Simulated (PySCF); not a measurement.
Species: C7H10O.
SMILES: `O=C[C@]12CC[C@H](C1)C2`

Method: TDDFT PBE0/def2-SVPD, vertical, gas phase, core orbitals frozen in the response in PySCF. Geometry: GFN2-xTB, one conformer, isolated molecule.

List the vertical singlet excitations with oscillator strengths and describe the spectrum.

```json
{"state": "S1", "E (eV)": "4.15", "ν̃ (cm⁻¹)": "33440", "f": "0.0002", "|μ| (D)": "0.11", "symmetry": "–", "main configurations (H = HOMO, L = LUMO)": "H→L (98%)"}
{"state": "S2", "E (eV)": "6.81", "ν̃ (cm⁻¹)": "54910", "f": "0.0018", "|μ| (D)": "0.26", "symmetry": "–", "main configurations (H = HOMO, L = LUMO)": "H-2→L (98%)"}
{"state": "S3", "E (eV)": "6.93", "ν̃ (cm⁻¹)": "55930", "f": "0.034", "|μ| (D)": "1.14", "symmetry": "A′", "main configurations (H = HOMO, L = LUMO)": "H→L+1 (48%), H-1→L (34%), H→L+2 (14%)"}
{"state": "S4", "E (eV)": "7.09", "ν̃ (cm⁻¹)": "57210", "f": "0.030", "|μ| (D)": "1.05", "symmetry": "A′", "main configurations (H = HOMO, L = LUMO)": "H-1→L (51%), H-3→L (33%), H→L+1 (12%)"}
{"state": "S5", "E (eV)": "7.18", "ν̃ (cm⁻¹)": "57900", "f": "0.081", "|μ| (D)": "1.72", "symmetry": "A′", "main configurations (H = HOMO, L = LUMO)": "H-3→L (62%), H→L+1 (18%), H-1→L (13%)"}
{"state": "S6", "E (eV)": "7.38", "ν̃ (cm⁻¹)": "59540", "f": "0.0095", "|μ| (D)": "0.58", "symmetry": "A′", "main configurations (H = HOMO, L = LUMO)": "H→L+2 (74%), H→L+1 (21%)"}
```

Triplets (Tamm–Dancoff): T1 3.51 eV, H→L (97%); T2 5.74 eV, H-1→L (34%), H-7→L (26%), H-3→L (17%).

The lowest singlet comes at 299 nm (400 kJ/mol) in the ultraviolet; it is dark (f under 0.0005); its leading configuration is HOMO→LUMO (98%). The most intense listed level is S5 at 7.18 eV (173 nm, f = 0.081), 3.03 eV above S1. S1 has the pattern of n→π* at C=O. Orbital energies (eV): HOMO-3 -9.18, HOMO-2 -9.13, HOMO-1 -8.96, HOMO -7.33, LUMO -0.88, LUMO+1 0.64, LUMO+2 1.08. Weighted by f, the mean energy of these states is 7.11 eV. The listed states span 3.24 eV, and the widest gap between neighbours is 2.66 eV (S1 to S2). Symmetry labels in Cs follow from the direction of the transition dipole and are given only for states with f of 0.002 or more. Singlets were solved by full linear response, triplets in the Tamm–Dancoff approximation.
